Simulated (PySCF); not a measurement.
**Magnetic susceptibility: `C=[P@]1(P)CC=C(C)C1`, C6H12P2**

Molfile (atoms numbered from 1):
```
C6H12P2
     RDKit          3D

 20 20  0  0  0  0  0  0  0  0999 V2000
   -1.7766   -1.8132    0.2026 C   0  0  0  0  0  0  0  0  0  0  0  0
   -1.1769   -0.2139    0.2006 P   0  0  2  0  0  5  0  0  0  0  0  0
   -2.3680    1.0880    1.4583 P   0  0  0  0  0  0  0  0  0  0  0  0
   -0.6404    0.9971   -1.1748 C   0  0  0  0  0  0  0  0  0  0  0  0
    0.8330    0.7872   -1.2544 C   0  0  0  0  0  0  0  0  0  0  0  0
    1.4247    0.1904   -0.2268 C   0  0  0  0  0  0  0  0  0  0  0  0
    2.8845   -0.1006   -0.1109 C   0  0  0  0  0  0  0  0  0  0  0  0
    0.5263   -0.2206    0.9043 C   0  0  0  0  0  0  0  0  0  0  0  0
   -1.1215   -2.4774   -0.3574 H   0  0  0  0  0  0  0  0  0  0  0  0
   -2.8017   -1.8624   -0.1607 H   0  0  0  0  0  0  0  0  0  0  0  0
   -3.4657    0.9712    0.6081 H   0  0  0  0  0  0  0  0  0  0  0  0
   -2.7750    0.0127    2.2375 H   0  0  0  0  0  0  0  0  0  0  0  0
   -1.1442    0.7841   -2.1221 H   0  0  0  0  0  0  0  0  0  0  0  0
   -0.8871    2.0235   -0.8803 H   0  0  0  0  0  0  0  0  0  0  0  0
    1.3687    1.1177   -2.1319 H   0  0  0  0  0  0  0  0  0  0  0  0
    3.2913    0.3650    0.7869 H   0  0  0  0  0  0  0  0  0  0  0  0
    3.0489   -1.1750   -0.0291 H   0  0  0  0  0  0  0  0  0  0  0  0
    3.4249    0.2719   -0.9775 H   0  0  0  0  0  0  0  0  0  0  0  0
    0.7556   -1.2198    1.2839 H   0  0  0  0  0  0  0  0  0  0  0  0
    0.5942    0.4848    1.7407 H   0  0  0  0  0  0  0  0  0  0  0  0
  1  2  2  0
  2  3  1  1
  2  4  1  0
  4  5  1  0
  5  6  2  0
  6  7  1  0
  6  8  1  0
  8  2  1  0
  1  9  1  0
  1 10  1  0
  3 11  1  0
  3 12  1  0
  4 13  1  0
  4 14  1  0
  5 15  1  0
  7 16  1  0
  7 17  1  0
  7 18  1  0
  8 19  1  0
  8 20  1  0
M  END
```

Level of theory: PySCF 2.14.0, GIAO B3LYP/pcSseg-1 magnetisability, rotational g tensor and spin-rotation constants, non-relativistic, gas phase. Geometry: GFN2-xTB.

Question: What are the magnetisability and the molar susceptibility?

Answer: Isotropic -1637 × 10⁻³⁰ J/T², or -98.6 × 10⁻⁶ cm³/mol; principal values -1753, -1613, -1546 × 10⁻³⁰ J/T², anisotropy 183 × 10⁻³⁰ J/T² (root of half the summed squared differences of the principal values). The susceptibility is in cgs units.

Question: Split it along the inertial axes a, b, c into diamagnetic and paramagnetic parts about the centre of mass, with the quadrupole moment.

Answer: 
```
axis  χ (10⁻⁶ cm³/mol)  diamagnetic (10⁻⁶ cm³/mol)  paramagnetic (10⁻⁶ cm³/mol)  summed x² of all electrons (Å²)  quadrupole Θ (D Å)
   a             -97.0                      -639.7                        542.7                            278.0               +6.74
   b            -103.0                     -1470.8                       1367.8                             82.1              -10.17
   c             -95.9                     -1527.8                       1431.9                             68.7               +3.44
```
Anisotropies 2χaa − χbb − χcc = +4.9 and 2χbb − χaa − χcc = -13.1 × 10⁻⁶ cm³/mol. Θ is traceless in Buckingham's convention.

Question: And the rotational g tensor?

Answer: 
| axis | rotational constant (GHz) | g | nuclear part | electronic part |
| --- | --- | --- | --- | --- |
| a | 2.5013 | -0.0299 | 0.6078 | -0.6377 |
| b | 0.9073 | -0.0041 | 0.5789 | -0.5830 |
| c | 0.8704 | -0.0101 | 0.5755 | -0.5855 |

Asymmetric top; isotopes 12C, 1H, 31P; no vibrational averaging.
